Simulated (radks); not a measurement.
Q: All-electron atom: Zr3+ in [Kr] 4d1. Method: Dirac Kohn-Sham, PBE, spin-unpolarised, spherical densities, finite nucleus; open shells fill j = l - 1/2 first; Fermi nuclear charge, rms radius 4.2694 fm; computed with a radial shooting solver on a logarithmic mesh with Libxc functionals. Some entries of the table are withheld. Estimate them.

orbital,occ.,eigenvalue (hartree),<r^2> (bohr^2),<r> (bohr)
1s1/2,2,(1),0.001853,(2)
2s1/2,2,-91.73043,0.03111,0.1623
2p1/2,2,-84.05593,0.02360,0.1387
2p3/2,4,-80.90075,0.02498,0.1430
3s1/2,2,(3),0.2409,0.4582
3p1/2,2,-13.02786,0.2413,0.4549
3p3/2,4,-12.52536,0.2524,0.4653
3d3/2,4,-7.48991,0.2453,0.4503
3d5/2,6,-7.39808,0.2490,0.4538
4s1/2,2,-2.99469,1.636,(4)
4p1/2,2,-2.21898,1.997,1.322
4p3/2,4,-2.15132,2.081,1.350
4d3/2,1,-1.03967,3.919,1.829
4d5/2,0,-1.03280,3.968,1.841

A: 
(1) 1s1/2 eigenvalue (hartree): -655.7762
(2) 1s1/2 <r> (bohr): 0.03707
(3) 3s1/2 eigenvalue (hartree): -15.88481
(4) 4s1/2 <r> (bohr): 1.202
